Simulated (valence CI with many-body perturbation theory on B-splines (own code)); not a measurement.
Ar⁴⁺: electric-dipole lines

Level of theory: configuration interaction combined with many-body perturbation theory (CI+MBPT): four valence electrons over a frozen Dirac-Fock core [Ne], radial functions for each j: 11 s, 11 p, 10 d, 8 f, 5 g, 2 h, with the one-electron correlation potential Σ1, the two-electron term Σ2, the three-electron term Σ3, Breit, model QED; selected CI, second order for the rest, scaled by the run's own slope (own B-spline code, finite nucleus).

Against 36 measured levels this calculation errs by 108 cm⁻¹ on average and by 350 at most. These come from a selection out of Saloman, J. Phys. Chem. Ref. Data 39, 033101 (2010). Levels without a partner in it may be off by more. Among the levels kept, up to 930 cm⁻¹ of a level comes from second order outside the variational space, and about a tenth of that is noise between levels of different J, which matters for small intervals. 7 measured levels below the end of the list, from 252141 cm⁻¹ on, found no clear computed partner, and computed levels of the same name lie up to 12927 cm⁻¹ from them.

Lines 1 to 50 of 586 in falling wavelength, among levels below 454710 cm⁻¹, chosen from the strongest by gf and those to the six lowest levels. Wavelengths and rates use the calculated energies, so an error of 100 cm⁻¹ moves a line at 920.3 nm by 0.92 % and its rate by three times that or more. Electric multipoles are in the length gauge, E1 and E2 with the static RPA response of the core. Weak lines are less certain than strong ones. Lines between different terms over intervals too small for the method are left out, as are lines whose strength nearly cancels. Where a level lies close to another of its J and parity, the split of strength between their lines is uncertain. The highest levels of a list are the least certain.

Names give the largest LS component (configuration and term), which can be under half, so a name can repeat, a term be missing and a line seem to break the LS rules; names also repeat where a configuration has a term twice. Letters in brackets count levels of one name in rising energy.

| λ vac (nm) | Upper | Lower | A (s⁻¹) | S (a.u.) |
| --- | --- | --- | --- | --- |
| 920.3 | 3s3p²3d ¹F_3 [b] | 3s²3p4d ¹D°_2 | 2.45e+06 | 6.60e+00 |
| 823.4 | 3s²3p4f ¹G_4 [a] | 3s²3p4d ¹F°_3 | 6.81e+06 | 1.69e+01 |
| 766.0 | 3s²3p5p ¹P_1 | 3s²3p5s ¹P°_1 | 2.24e+07 | 1.49e+01 |
| 626.4 | 3s²3p5p ¹P_1 | 3s3p²4p ³S°_1 | 9.98e+06 | 3.63e+00 |
| 621.7 | 3s²3p5p ¹P_1 | 3s²3p5s ³P°_1 | 1.67e+07 | 5.95e+00 |
| 596.3 | 3s²3d² ³F_4 | 3s²3p4d ³D°_3 | 9.84e+06 | 9.26e+00 |
| 594.8 | 3s²3d² ³F_2 | 3s²3p4d ³D°_1 | 9.76e+06 | 5.07e+00 |
| 592.6 | 3s3p²3d ¹D_2 [c] | 3s²3p4d ¹P°_1 | 1.26e+07 | 6.49e+00 |
| 588.2 | 3s²3d² ³F_3 | 3s²3p4d ³D°_2 | 9.23e+06 | 6.49e+00 |
| 588.0 | 3s²3p5p ³S_1 | 3s²3p5s ¹P°_1 | 2.26e+07 | 6.81e+00 |
| 541.3 | 3s²3p5p ³D_3 | 3s²3p5s ³P°_2 | 9.47e+07 | 5.19e+01 |
| 535.3 | 3s²3p5p ³D_1 | 3s²3p5s ³P°_0 | 7.96e+07 | 1.81e+01 |
| 533.1 | 3s²3p5p ³D_2 | 3s3p²4p ³S°_1 | 3.14e+07 | 1.17e+01 |
| 529.7 | 3s²3p5p ³D_2 | 3s²3p5s ³P°_1 | 5.84e+07 | 2.14e+01 |
| 516.7 | 3s²3p5p ³P_1 | 3s²3p5s ³P°_2 | 1.02e+08 | 2.08e+01 |
| 513.1 | 3s²3p5p ³P_2 | 3s²3p5s ³P°_2 | 1.04e+08 | 3.46e+01 |
| 506.6 | 3s²3p5p ³P_0 | 3s3p²4p ³S°_1 | 4.52e+07 | 2.90e+00 |
| 503.5 | 3s²3p5p ³P_0 | 3s²3p5s ³P°_1 | 6.50e+07 | 4.10e+00 |
| 502.1 | 3s²3p5p ³S_1 | 3s3p²4p ³S°_1 | 2.38e+07 | 4.47e+00 |
| 499.1 | 3s²3p5p ³S_1 | 3s²3p5s ³P°_1 | 3.54e+07 | 6.51e+00 |
| 492.0 | 3s²3p5p ³S_1 | 3s²3p5s ³P°_0 | 1.92e+07 | 3.39e+00 |
| 397.9 | 3s3p²4p ³S°_1 | 3s3p²4s ³P_2 [a] | 2.41e+07 | 2.24e+00 |
| 366.2 | 3s3p²4s ¹D_2 [a] | 3s²3p4d ¹P°_1 | 1.91e+07 | 2.31e+00 |
| 356.3 | 3s²3p4f ³G_4 | 3s²3p4d ³F°_4 | 9.88e+06 | 1.99e+00 |
| 351.9 | 3s²3p4f ³G_3 | 3s²3p4d ³F°_2 | 1.06e+08 | 1.59e+01 |
| 348.6 | 3s²3p4f ³G_4 | 3s²3p4d ³F°_3 | 1.21e+08 | 2.28e+01 |
| 345.1 | 3s²3p4f ³G_5 | 3s²3p4d ³F°_4 | 1.96e+08 | 4.38e+01 |
| 336.9 | 3s²3p4f ³D_3 | 3s²3p4d ³P°_2 | 1.26e+08 | 1.66e+01 |
| 336.3 | 3s²3p4f ¹F_3 | 3s²3p4d ¹F°_3 | 1.61e+07 | 2.11e+00 |
| 334.1 | 3s²3p4f ³G_3 | 3s²3p4d ³D°_2 | 5.51e+07 | 7.10e+00 |
| 333.2 | 3s²3p4f ³D_2 | 3s²3p4d ³P°_1 | 1.07e+08 | 9.78e+00 |
| 329.5 | 3s²3p4f ³G_4 | 3s²3p4d ³D°_3 | 6.36e+07 | 1.01e+01 |
| 328.9 | 3s²3p4f ³D_1 | 3s²3p4d ³P°_0 | 1.08e+08 | 5.68e+00 |
| 327.5 | 3s²3p4f ³D_2 | 3s²3p4d ³P°_2 | 4.59e+07 | 3.98e+00 |
| 325.4 | 3s²3p4f ³D_1 | 3s²3p4d ³P°_1 | 9.29e+07 | 4.74e+00 |
| 323.2 | 3s3p²4s ¹D_2 [b] | 3s²3p4d ¹P°_1 | 3.48e+07 | 2.90e+00 |
| 318.8 | 3s²3p4f ³G_3 | 3s²3p4d ¹D°_2 | 2.29e+07 | 2.57e+00 |
| 316.0 | 3s²3p4p ¹P_1 | 3s²3p4s ¹P°_1 | 8.52e+07 | 3.98e+00 |
| 314.0 | 3s²3p4f ¹F_3 | 3s²3p4d ³P°_2 | 3.34e+07 | 3.57e+00 |
| 304.6 | 3s3p²3d ³D_1 [a] | 3s²3p4s ¹P°_1 | 4.52e+07 | 1.89e+00 |
| 301.3 | 3s²3p4f ³F_3 | 3s²3p4d ³P°_2 | 2.62e+07 | 2.47e+00 |
| 289.5 | 3s²3p4f ³D_3 | 3s²3p4d ³D°_3 | 2.58e+07 | 2.16e+00 |
| 288.5 | 3s3p²4p ³D°_2 | 3s3p²3d ³P_1 [c] | 2.48e+07 | 1.47e+00 |
| 286.6 | 3s²3p4f ³D_3 | 3s²3p4d ³D°_2 | 4.35e+07 | 3.54e+00 |
| 281.3 | 3s²3p4f ¹F_3 | 3s²3p4d ³F°_2 | 3.85e+07 | 2.96e+00 |
| 280.4 | 3s²3p4f ³D_2 | 3s²3p4d ³D°_1 | 5.77e+07 | 3.14e+00 |
| 280.2 | 3s3p²4p ³D°_3 | 3s3p²4s ³P_2 [b] | 8.70e+07 | 6.62e+00 |
| 279.7 | 3s²3p4f ³F_4 | 3s²3p4d ³F°_4 | 2.94e+07 | 2.86e+00 |
| 275.3 | 3s²3p4f ³D_3 | 3s²3p4d ¹D°_2 | 4.90e+07 | 3.54e+00 |
| 274.9 | 3s²3p4f ³F_4 | 3s²3p4d ³F°_3 | 6.14e+07 | 5.67e+00 |
